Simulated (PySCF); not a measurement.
Compound: C₇H₁₃N.
Numbering: `[CH3:1][C@@H:2]1[CH2:3][C@@H:4]2[CH2:5][CH2:6][C@H:7]1[NH:8]2` (hydrogens: H9, H10, H11 on C1; H12 on C2; H13, H14 on C3; H15 on C4; H16, H17 on C5; H18, H19 on C6; H20 on C7; H21 on N8)

The same species was optimised twice, with GFN2-xTB and with PBE0-D3(BJ)/def2-SVP (PySCF), and the same property calculations (PySCF, gas phase) were run on both structures.

```
  coordinate  GFN2-xTB  PBE0-D3(BJ)/def2-SVP  change
   C4–N8 (Å)     1.458                 1.468  +0.010
   C2–C3 (Å)     1.545                 1.554  +0.009
   C5–C6 (Å)     1.540                 1.547  +0.007
   C7–N8 (Å)     1.459                 1.467  +0.008
   C1–C2 (Å)     1.521                 1.517  -0.004
   C6–C7 (Å)     1.542                 1.543  +0.001
   C4–C5 (Å)     1.544                 1.545  +0.001
   C2–C7 (Å)     1.541                 1.542  +0.001
   C3–C4 (Å)     1.534                 1.534   0.000
C1–C2–C3 (°)     114.2                 115.2    +1.0
C2–C7–C6 (°)     111.2                 110.8    -0.4
C1–C2–C7 (°)     116.4                 116.7    +0.3
C2–C7–N8 (°)      99.4                  99.7    +0.3
C3–C4–C5 (°)     108.3                 108.6    +0.3
C4–N8–C7 (°)      95.7                  95.5    -0.2
C6–C7–N8 (°)     104.1                 104.3    +0.2
C3–C4–N8 (°)     100.7                 100.5    -0.2
```

Rotational constants: A = 3210, B = 2107, C = 1913 MHz (GFN2-xTB) against A = 3189, B = 2091, C = 1897 MHz (PBE0-D3(BJ)/def2-SVP). Point groups within 0.08 Å: C1 and C1.

On the GFN2-xTB structure: HOMO (eV) -6.64 [PBE0/pcSseg-1]; LUMO (eV) 1.23 [PBE0/pcSseg-1]; dipole (D) 1.04 [PBE0/pcSseg-1]; GIAO shielding of C1 (ppm) 167.4 [PBE0/pcSseg-1]; GIAO shielding of C2 (ppm) 149.2 [PBE0/pcSseg-1]; GIAO shielding of C3 (ppm) 145.4 [PBE0/pcSseg-1]; GIAO shielding of C4 (ppm) 126.4 [PBE0/pcSseg-1]; GIAO shielding of C5 (ppm) 151.8 [PBE0/pcSseg-1]; GIAO shielding of C6 (ppm) 159.4 [PBE0/pcSseg-1]; GIAO shielding of C7 (ppm) 122.9 [PBE0/pcSseg-1]; GIAO shielding of N8 (ppm) 175.8 [PBE0/pcSseg-1].

Question: What do these properties become on the PBE0-D3(BJ)/def2-SVP structure?

Answer: 
```csv
property,level,on GFN2-xTB,on PBE0-D3(BJ)/def2-SVP,change
HOMO (eV),PBE0/pcSseg-1,-6.64,-6.71,-0.07
LUMO (eV),PBE0/pcSseg-1,1.23,1.19,-0.04
dipole (D),PBE0/pcSseg-1,1.04,1.09,+0.05
"energy, GFN2-xTB geometry as zero (kcal/mol)",PBE0/pcSseg-1,0.0,-0.5,-0.5
GIAO shielding of C1 (ppm),PBE0/pcSseg-1,167.4,165.8,-1.6
GIAO shielding of C2 (ppm),PBE0/pcSseg-1,149.2,148.4,-0.8
GIAO shielding of C3 (ppm),PBE0/pcSseg-1,145.4,143.9,-1.5
GIAO shielding of C4 (ppm),PBE0/pcSseg-1,126.4,125.0,-1.4
GIAO shielding of C5 (ppm),PBE0/pcSseg-1,151.8,150.1,-1.7
GIAO shielding of C6 (ppm),PBE0/pcSseg-1,159.4,157.8,-1.6
GIAO shielding of C7 (ppm),PBE0/pcSseg-1,122.9,121.6,-1.3
GIAO shielding of N8 (ppm),PBE0/pcSseg-1,175.8,172.1,-3.7
```

The heavy atoms differ by 0.008 Å rms after alignment. Among bonds between heavy atoms C2–C3 and C4–N8 change most and about equally (+0.009 to +0.010 Å). Changes are differences of the printed values. Neither structure is proved a minimum here.
